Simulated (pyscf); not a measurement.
PySCF, gas phase, ωB97X-D3(BJ)/def2-SVP geometries.

Question: How much does it cost (ΔH, 298 K, ωB97M-D3(BJ)/def2-TZVP) to split F–SiH(SiH₃)–GeH₃ (SMILES F[SiH]([SiH3])[GeH3]) at its Ge–Si bond into F–SiH•–SiH₃ + GeH₃•?

Answer: Ge–Si to F–SiH•–SiH₃ + GeH₃•: 295.4 kJ/mol. The 7 functionals that were run give +275.0 (M06-2X) to +322.5 kJ/mol (ωB97X-D3(BJ)). Other isomers of F–SiH•–SiH₃ were not searched in full and may lie lower. Elements up to Kr have no core potential and no relativistic terms here.
